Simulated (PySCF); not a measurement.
From one molecule to another.

First species: C6H9NOS.
InChI=1S/C6H9NOS/c7-4-6-2-1-3-9(8)5-6/h6H,1-3,5H2/t6-,9-/m0/s1

Second species: C8H16N2.
Geometry (GFN2-xTB, Å), atoms numbered from 1 in this order:
```xyz
26
C8H16N2 angstrom
C      2.6658    1.2833   -0.9575
C      1.5041    0.6810   -0.7261
N      1.0600    0.1932    0.4840
C      1.9864    0.0463    1.5844
N     -0.0214   -0.6791    0.5032
C      0.0259   -1.8746   -0.1816
C      1.0886   -2.4072   -0.7749
C     -1.2941   -0.0806    0.8415
C     -1.9821    0.6320   -0.3297
C     -3.3510    1.1645    0.0728
H      3.4203    1.4144   -0.2042
H      2.8851    1.6789   -1.9317
H      0.7785    0.5680   -1.5204
H      1.4535   -0.3970    2.4229
H      2.8397   -0.5917    1.3295
H      2.3575    1.0282    1.8798
H     -0.9156   -2.4065   -0.1578
H      1.0276   -3.3747   -1.2362
H      2.0390   -1.9065   -0.8257
H     -1.1148    0.6360    1.6482
H     -1.9495   -0.8685    1.2237
H     -1.3529    1.4586   -0.6650
H     -2.0887   -0.0715   -1.1590
H     -3.2567    1.8858    0.8816
H     -3.8322    1.6561   -0.7691
H     -3.9943    0.3543    0.4100
```

Levels: PBE0/pcSseg-1 for HOMO energy, LUMO energy and HOMO–LUMO gap. Geometries: GFN2-xTB. Each structure is a single optimised conformer of the isolated species, non-relativistic unless stated; the electronic structure was computed with PySCF and density fitting.

```
     property  column X  column Y
  HOMO energy  -7.02 eV  -5.65 eV
  LUMO energy   0.07 eV   0.96 eV
HOMO–LUMO gap   7.09 eV   6.61 eV
```

**Question.** Which column belongs to which species?

**Answer.** Column X is the first species and column Y the second. The first has 18 atoms and 76 electrons, the second 26 and 78.

**Question.** How does each property change from the first species to the second?

**Answer.** HOMO energy +1.37 eV; LUMO energy +0.89 eV; HOMO–LUMO gap -0.48 eV.

